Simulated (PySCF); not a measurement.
## Calculated data, AlBClH2O, AlBH3O2

All values are calculated (PySCF 2.14.0). Calculation on a computer-drawn molecule: the log of a Hartree-Fock and frozen-core CCSD(T) single point meant for a local Hartree-Fock minimum, with one planted fault or none, to be diagnosed. Offsets are logged minus clean, where the clean run is the same molecule without the fault. The reference is restricted for singlets and unrestricted otherwise, and also for a bond in bohr or an excited solution. Adding or removing an electron swaps singlet and doublet. The excited solution moves the top pair (singlet) or top alpha electron (doublet) to the lowest empty orbital. Highest occupied and lowest empty are orbital energies over both spins, largest force is the largest gradient component, triples share is (T) over the correlation energy, the T1 limit is 0.02 restricted and 0.045 unrestricted, electrons count all cores, a negative frequency is imaginary (commonest isotopes), and the dipole is about the centre of nuclear charge.

Common to all runs: meant charge -1; meant multiplicity 1; meant basis aug-cc-pV(D+d)Z; logged basis functions 128; logged SCF converged yes; logged SCF stable within its kind yes; possible faults no fault, one electron removed, one electron added, multiplicity raised by two, geometry at a saddle point, SCF held on an excited solution, minimal basis STO-3G, one bond length entered in bohr, all coordinates scaled.

```yaml
- entry: 1
  formula: AlBClH2O
  logged_structure:
    atoms_angstrom:
      - [O, -3.1926, -0.7162, 1.2847]
      - [B, -2.8486, 0.0406, 0.413]
      - [Al, -2.1597, 1.3976, -1.1669]
      - [Cl, -3.9805, 2.5009, -1.8967]
      - [H, -1.1269, 2.4595, -0.5397]
      - [H, -1.5561, 0.5329, -2.3817]
  given:
    logged_electrons: 46
    logged_spin_squared: 2.0115
    "logged_highest_occupied [eV]": 0.16042
    "logged_lowest_empty [eV]": -0.4695
    "logged_largest_force [hartree/bohr]": 0.06338
    "logged_dipole_magnitude [debye]": 11.467
    "logged_energy_HF [hartree]": -802.13095
    drawn_bonds_atom: [1, 2, 3, 3, 3]
    drawn_bonds_other_atom: [2, 3, 4, 5, 6]
    drawn_bonds_order: [2, 1, 1, 1, 1]
  results:
    planted_fault: "multiplicity raised by two"
    "HF_energy_offset_from_clean_run [kcal/mol]": 131.5
  notes: ["coupled-cluster numbers left out as unreliable", "highest electron not bound in this basis"]
- entry: 2
  formula: AlBH3O2
  logged_structure:
    atoms_angstrom:
      - [O, -2.7525, 1.8817, 0.667]
      - [B, -1.7839, 1.3373, 0.1942]
      - [Al, -0.0033, 0.3124, -0.6664]
      - [O, 1.4527, 1.016, 0.0408]
      - [H, -0.1636, -1.265, -0.2767]
      - [H, -0.0106, 0.5655, -2.2673]
      - [H, 1.6534, 0.8165, 0.9368]
  given:
    logged_electrons: 38
    logged_spin_squared: 0.0
    "logged_highest_occupied [eV]": -6.0962
    "logged_lowest_empty [eV]": 3.1662
    "logged_largest_force [hartree/bohr]": 4.3413e-05
    "logged_lowest_frequency [cm^-1]": 109.27
    logged_T1_diagnostic: 0.017416
    logged_D1_diagnostic: 0.044794
    logged_triples_share: 0.031533
    logged_CC_converged: "yes"
    "logged_dipole_magnitude [debye]": 2.2425
    "logged_energy_HF [hartree]": -418.25331
    "logged_energy_CCSD(T) [hartree]": -418.86508
    drawn_bonds_atom: [1, 2, 3, 3, 3, 4]
    drawn_bonds_other_atom: [2, 3, 4, 5, 6, 7]
    drawn_bonds_order: [2, 1, 1, 1, 1, 1]
  results:
    planted_fault: "no fault"
    "HF_energy_offset_from_clean_run [kcal/mol]": 0.0
    "CCSD(T)_energy_offset_from_clean_run [kcal/mol]": 0.0
```
